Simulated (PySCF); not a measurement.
## SMILES CC[C@@]1(C=O)CC[C@H]1C, C8H14O

Geometry (Å), atoms numbered from 1 in this order:
```xyz
23

C     2.5545    0.1804    0.2996
C     1.1937    0.7088   -0.1445
C     0.1332   -0.3878   -0.0935
C     0.5198   -1.5169   -1.0031
O     0.5071   -2.6849   -0.7320
C    -0.3230   -0.8340    1.3070
C    -1.7616   -0.4048    0.9890
C    -1.3409    0.0203   -0.4291
C    -1.6132    1.4670   -0.7971
H     2.5030   -0.2098    1.3131
H     3.2959    0.9756    0.2747
H     2.8874   -0.6230   -0.3540
H     1.2682    1.0946   -1.1640
H     0.8979    1.5317    0.5074
H     0.7842   -1.1708   -2.0252
H    -0.1969   -1.9029    1.4680
H     0.1435   -0.2898    2.1248
H    -2.1218    0.4237    1.5955
H    -2.4932   -1.2085    1.0215
H    -1.7639   -0.6260   -1.2035
H    -2.6871    1.6154   -0.8931
H    -1.2438    2.1450   -0.0324
H    -1.1476    1.7235   -1.7459
```

Level of theory: GIAO CAM-B3LYP/pcSseg-1 magnetisability, rotational g tensor and spin-rotation constants, non-relativistic, gas phase in PySCF. Geometry: GFN2-xTB.

Give the nuclear spin-rotation constants along the inertial axes (H = +C I·J) beside the isotropic shieldings.

Rotational constants 1.9446, 1.4396, 1.1516 GHz. A star marks the isotopologue with that one atom substituted, in its own axes.
| atom | isotope | Caa (kHz) | Cbb (kHz) | Ccc (kHz) | mean (kHz) | σ (ppm) |
| --- | --- | --- | --- | --- | --- | --- |
| H10 | 1H | -0.220 | -0.151 | 0.012 | -0.119 | 31.0 |
| H11 | 1H | -0.199 | 0.016 | -0.130 | -0.104 | 30.8 |
| H12 | 1H | -0.115 | -0.106 | -0.094 | -0.105 | 31.4 |
| H13 | 1H | -0.232 | -0.116 | 0.010 | -0.113 | 30.0 |
| H14 | 1H | -0.132 | -0.071 | -0.087 | -0.096 | 30.1 |
| H15 | 1H | -0.154 | -0.085 | 0.097 | -0.047 | 22.2 |
| H16 | 1H | -0.135 | -0.021 | -0.093 | -0.083 | 28.9 |
| H17 | 1H | -0.230 | -0.074 | -0.029 | -0.111 | 30.4 |
| H18 | 1H | -0.095 | -0.106 | -0.084 | -0.095 | 30.4 |
| H19 | 1H | -0.193 | 0.038 | -0.127 | -0.094 | 29.8 |
| H20 | 1H | -0.193 | -0.063 | -0.050 | -0.102 | 29.9 |
| H21 | 1H | 0.026 | -0.148 | -0.130 | -0.084 | 30.7 |
| H22 | 1H | -0.224 | -0.044 | -0.065 | -0.111 | 30.7 |
| H23 | 1H | -0.183 | -0.137 | -0.016 | -0.112 | 30.7 |
| C1 | 13C* | 0.246 | 0.185 | 0.161 | 0.198 | 174.9 |
| C2 | 13C* | 0.323 | 0.228 | 0.171 | 0.241 | 158.3 |
| C3 | 13C* | 0.377 | 0.305 | 0.220 | 0.301 | 131.8 |
| C4 | 13C* | 0.642 | 0.607 | 0.647 | 0.632 | -26.7 |
| O5 | 17O* | -0.621 | -1.149 | -0.751 | -0.840 | -325.4 |
| C6 | 13C* | 0.287 | 0.198 | 0.175 | 0.220 | 166.6 |
| C7 | 13C* | 0.336 | 0.213 | 0.152 | 0.234 | 162.8 |
| C8 | 13C* | 0.301 | 0.234 | 0.216 | 0.251 | 151.3 |
| C9 | 13C* | 0.296 | 0.208 | 0.158 | 0.221 | 166.6 |

For the geometry as given, no vibrational averaging.
